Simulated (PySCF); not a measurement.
PySCF input file for Ge(F)3(SiH3) (F3GeH3Si), SMILES [F][Ge]([F])([F])[SiH3], C-PCM-B3LYP/def2-SVP. The structure is a stationary point at B3LYP-D3(BJ)/def2-SVP. The structure was generated by enumeration, and PubChem lists no compound with its InChIKey, so it may never have been made.

```python
import numpy as np
from pyscf import gto, scf, dft
from pyscf.solvent import pcm

mol = gto.M(
    atom='''
    F     1.37272143   -0.79254109   -1.00149500
    Ge    0.00000000    0.00000000   -0.30337596
    F    -0.00000000    1.58508218   -1.00149500
    F    -1.37272144   -0.79254109   -1.00149500
    Si   -0.00000000   -0.00000000    2.08426339
    H     1.22887739    0.70949270    2.52290277
    H    -0.00000001   -1.41898539    2.52290276
    H    -1.22887740    0.70949269    2.52290276
    ''',
    basis='def2-SVP',
    charge=0,
    spin=0,
    max_memory=1600,
    verbose=3,
)
mf = dft.RKS(mol, xc='b3lyp').density_fit(auxbasis='def2-universal-jkfit')
mf.grids.level = 3
mf.conv_tol = 1e-9
mf.max_cycle = 100
mf.kernel()
res = {}
for name, eps in {'water': 78.355, 'methanol': 32.613, 'toluene': 2.3741}.items():
    s = mf.PCM()
    s.with_solvent.method, s.with_solvent.eps, s.with_solvent.lebedev_order = 'C-PCM', eps, 29
    s.kernel(mf.make_rdm1())
    res[name] = (s.e_tot, eps, s.dip_moment(), s.mo_energy, s.converged)
    print(f'{name}: electrostatic solvation free energy {(s.e_tot - mf.e_tot) * 627.509474:.3f} kcal/mol')
```

Log of the run:

```
converged SCF energy = -2667.41451042959

WARN: PCM is an experimental feature. It is still in testing.
Features and APIs may be changed in the future.

converged SCF energy = -2667.42310797568
Dipole moment(X, Y, Z, Debye):  0.00000,  0.00043,  4.83536
water: electrostatic solvation free energy -5.395 kcal/mol

WARN: PCM is an experimental feature. It is still in testing.
Features and APIs may be changed in the future.

converged SCF energy = -2667.42293199166
Dipole moment(X, Y, Z, Debye):  0.00000,  0.00042,  4.81738
methanol: electrostatic solvation free energy -5.285 kcal/mol

WARN: PCM is an experimental feature. It is still in testing.
Features and APIs may be changed in the future.

converged SCF energy = -2667.41929444438
Dipole moment(X, Y, Z, Debye):  0.00000,  0.00023,  4.45542
toluene: electrostatic solvation free energy -3.002 kcal/mol
```

The run converged.

Cost: about 90 core-seconds (a rough figure).
